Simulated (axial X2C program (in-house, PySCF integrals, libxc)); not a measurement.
**Low determinants of HgB⁺ at the PBE0 level, without spin–orbit coupling**

All values were computed with an axial X2C code built on PySCF integrals. Spin-free means the one-electron spin-free X2C Hamiltonian. Basis: Hg dyall-cv3z [13s14p9d6f4g], B dyall-v3z [7s6p2d1f] (cores contracted in-house); Gaussian nuclei, density fitting, unrestricted open shells. Masses: Hg 201.971 u, B 11.009 u.

Search at 2.344 Å (vertical energies from the lowest determinant):

| ΔE (eV) | state | electrons beyond evenly filled partner blocks | electrons in σ, π, δ, φ |
| --- | --- | --- | --- |
| 0.00 | M_S = 0, Λ = 0 | closed shell | 32 32 16 4 |
| 1.87 | M_S = 1, Λ = 1 | σα, π+α | 31 33 16 4 |
| 2.35 | M_S = 1, Λ = 0 | 2 × σα | 32 32 16 4 |
| 2.44 | M_S = 0, Λ = 1 | σα, π+β | 31 33 16 4 |
| 5.13 | M_S = 1, Λ = 0 | π+α, π-α | 30 34 16 4 |

Lowest determinant, M_S = 0, Λ = 0 (closed shell): Re = 2.343 Å, ωe = 322.6 cm⁻¹.

The determinant in row 2 of the search, M_S = 1, Λ = 1 (beyond evenly filled blocks: σα, π+α), was followed along the bond at PBE0; measured from the minimum of the lowest determinant it gives:

Te = 1.687 eV (13606 cm⁻¹), Re = 2.106 Å, ωe = 491.5 cm⁻¹.

Compare the bond of the determinant in row 2 with that of the lowest one.

At PBE0 its Re is 0.237 Å shorter and its force constant, which goes as ωe², is 2.32 times that of the lowest determinant. T0 ≈ Te + Δωe/2 = 13606 + (84) = 13690 cm⁻¹.

The search compares states at one distance, so a state with another bond length can lie lower; it is not exhaustive and yields mostly the lowest determinant of each block pattern, so other components and higher states of one pattern are missing. These are energies of single determinants, not of spin-adapted states; PBE0 term energies can be off by some tenths of an eV, and the functional has no current term. Spin–orbit coupling is large for these atoms, so the spin-free order is a model.
